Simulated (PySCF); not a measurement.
Species: FH6PSi2.
Structure used (PBE0-D3(BJ)/def2-SVP), in Å, numbered top down from 1:
```xyz
10
FH6PSi2 angstrom
F      0.7991    1.9082   -1.0944
Si     0.5120    0.8759    0.1401
Si    -1.5022   -0.2359   -0.2927
P      2.2810   -0.5167    0.3446
H      0.4445    1.6758    1.4004
H     -1.3550   -1.0711   -1.5237
H     -1.7940   -1.1326    0.8690
H     -2.6383    0.7183   -0.4739
H      1.6732   -1.1408    1.4807
H      1.7717   -1.4875   -0.5733
```

Theory: PBE0-D3(BJ)/def2-SVP geometry optimisation, gas phase in PySCF.

Take the most abundant isotopes and a rigid rotor. The values belong to one conformer with, in the numbering `[F:1][Si@@H:2]([SiH3:3])[PH2:4]`, F1–Si2–P4–H 178° and -89°.

**Question.** What are A, B and C (GHz)?

**Answer.** Ia = 128.08, Ib = 257.17, Ic = 350.59 u·Å²; 505379 MHz·u·Å²/I gives 3946, 1965 and 1442 MHz, that is A = 3.9458, B = 1.9652, C = 1.4415 GHz.

**Question.** What kind of rotor is it?

**Answer.** An asymmetric top: κ = (2 × 1965 − 3946 − 1442)/(3946 − 1442) = -0.58.

**Question.** What does the inertial defect say?

**Answer.** Not planar: Δ = Ic − Ia − Ib = -34.66 u·Å². For a rigid frame Δ = −2 Σ m c², so Σ m c² = 17.33 u·Å² lies off the ab plane: 8.85 from hydrogen and 8.48 from heavier atoms. The atom farthest from that plane is 1.91 Å away.

**Question.** Where do the levels up to J = 5 lie, in cm⁻¹?

**Answer.** Above 0(0,0):
J = 1: 1(0,1) 0.1136, 1(1,1) 0.1797, 1(1,0) 0.1972
J = 2: 2(0,2) 0.3379, 2(1,2) 0.3895, 2(1,1) 0.4419, 2(2,1) 0.6401, 2(2,0) 0.6431
J = 3: 3(0,3) 0.6672, 3(1,3) 0.7025, 3(1,2) 0.8069, 3(2,2) 0.9810, 3(2,1) 0.9956, 3(3,1) 1.3568, 3(3,0) 1.3571
J = 4: 4(0,4) 1.0957, 4(1,4) 1.1169, 4(1,3) 1.2893, 4(2,3) 1.4332, 4(2,2) 1.4738, 4(3,2) 1.8165, 4(3,1) 1.8188, 4(4,1) 2.3355, 4(4,0) 2.3355
J = 5: 5(0,5) 1.6197, 5(1,5) 1.6311, 5(1,4) 1.8843, 5(2,4) 1.9946, 5(2,3) 2.0792, 5(3,3) 2.3920, 5(3,2) 2.4009, 5(4,2) 2.9104, 5(4,1) 2.9107, 5(5,1) 3.5774, 5(5,0) 3.5774
The levels of one J sum to (2J + 1)J(J + 1)(A + B + C)/3.

**Question.** Predict some low-J microwave lines.

**Answer.** The dipole components are |μa| = 0.66 D, |μb| = 1.65 D, |μc| = 0.50 D. Intensities carry the squares of the components, which stand as 0.16 : 1.00 : 0.09 (a : b : c). Some lines, for components of 0.1 D or more:

| type | branch | J(Ka,Kc) | MHz | lower level (cm⁻¹) |
| --- | --- | --- | --- | --- |
| c | Q | 3(1,3) ← 3(0,3) | 1056 | 0.667 |
| b | R | 3(1,2) ← 2(2,1) | 5001 | 0.640 |
| c | Q | 3(2,2) ← 3(1,2) | 5219 | 0.807 |
| a | R | 2(1,2) ← 1(1,1) | 6290 | 0.180 |
| b | Q | 2(2,1) ← 2(1,2) | 7513 | 0.390 |
| b | R | 3(0,3) ← 2(1,2) | 8326 | 0.390 |
| a | R | 3(1,3) ← 2(1,2) | 9382 | 0.390 |
| a | R | 3(1,2) ← 2(1,1) | 10943 | 0.442 |
| c | R | 2(2,0) ← 1(1,0) | 13370 | 0.197 |
| c | R | 3(1,2) ← 2(0,2) | 14062 | 0.338 |
| c | R | 3(2,1) ← 2(1,1) | 16599 | 0.442 |
| b | R | 3(2,1) ← 2(1,2) | 18170 | 0.390 |

**Question.** Estimate the classical rotational partition function at 10 K, 25 K and 298.15 K.

**Answer.** Point group C1, symmetry number σ = 1; q = (√π/σ)·√((kT/h)³/(ABC)), k/h = 20836.6 MHz/K: 1590 at 10 K, 6300 at 25 K, 260000 at 298.15 K.

Stationary, but not proved a minimum. No vibrational averaging or centrifugal distortion is included, and the geometry carries the error of its method. A rigid rotor knows nothing of internal rotation, which can split or shift real lines.
